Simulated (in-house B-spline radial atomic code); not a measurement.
The numbers below are computed, except where a source is named.
P in an electron gas of r_s = 3.6: phase shifts, screening and friction

A nucleus sits in a uniform electron gas with a rigid positive background. The Kohn-Sham equations are solved self-consistently in the spin-unpolarised LDA (PW92), non-relativistic, on B-splines with outgoing waves at the boundary and partial waves to l = 8. The model has no lattice, no bands and no magnetic solution. Atomic units; δ_l are the phase shifts at the Fermi level, counted so that each bound state adds π, and good to about 0.0005.

The density parameter is r_s = 3.6 bohr.

| l | δ_l (rad) |
| --- | --- |
| 0 | 7.9904 |
| 1 | 5.1403 |
| 2 | 0.0232 |
| 3 | 0.0051 |
| 4 | 0.0005 |
| 5 | 0.0002 |
| 6 | 0.0002 |
| 7 | 0.0002 |
| 8 | 0.0002 |

Bound levels below the band bottom (hartree): s -75.68, s -5.96, p -4.205, s -0.2045.

Problem. Check the Friedel sum rule, and say where the screening charge sits.

Solution. k_F = (9π/4)^(1/3)/r_s = 0.53310. The rule is Z = (2/π) Σ (2l + 1) δ_l. The terms are s 5.087, p 9.817, d 0.074, f 0.023 and 0.010 beyond, in all 15.011 against Z = 15. Bound states hold 6 s, 6 p, 0 d electrons, so the scattering states carry 3.01 in all; where a term is smaller than its bound count, the bound level has drawn weight out of the band.

Problem. Find the transport cross section and the electronic stopping of a 2 keV P ion (mass 30.97 u).

Solution. σ_tr = (4π/k_F²) Σ (l + 1) sin²(δ_l − δ_(l+1)). The terms for l = 0 to 3 are 0.0826, 1.6899, 0.0010, 0.0001, all together 1.7736, so σ_tr = 44.217 × 1.7736 = 78.423 bohr². With n = 3/(4π r_s³) = 0.005117, the friction coefficient is Q = n k_F σ_tr = 0.2139. For v well below v_F = 0.533, dE/dx = Q v; with 24801 eV per u at v = 1, v = √(2000/(24801 × 30.97)) = 0.0510, so dE/dx = 0.01092 hartree/bohr = 5.61 eV/nm. The largest term couples the p and d waves.
